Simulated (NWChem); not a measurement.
System: SiCl₂, singlet; SMILES Cl[Si]Cl

The following NWChem deck was run.

```
start job
memory heap 200 mb stack 900 mb global 1100 mb
geometry units angstroms noautosym nocenter noautoz
  Si     0.000000     0.000000     0.932302
  Cl    -1.606640     0.000000    -0.384636
  Cl     1.606640     0.000000    -0.384636
end
basis spherical
  * library def2-svp
end
dft
  xc xcamb88 1.00 lyp 0.81 vwn_5 0.19 hfexch 1.00
  cam 0.33 cam_alpha 0.19 cam_beta 0.46
  iterations 150
end
property
  efieldgrad
end
task dft property
```

Low-valent species are run as closed-shell singlets; no triplet was tried in these runs. Structure relaxed at the PBE0-D3(BJ)/def2-TZVP level.

Vzz is the largest principal value of the second derivative of the potential at the nucleus (NWChem prints the opposite sign); η is the asymmetry. Non-relativistic.

Atoms are numbered as in the input.

Q: What results follow from this input? (CAM-B3LYP/def2-SVP.) Quantities: Vzz Cl3 (a.u.); η Cl3.

A: 
- Vzz Cl3 (a.u.) = 1.369
- η Cl3 = 0.80
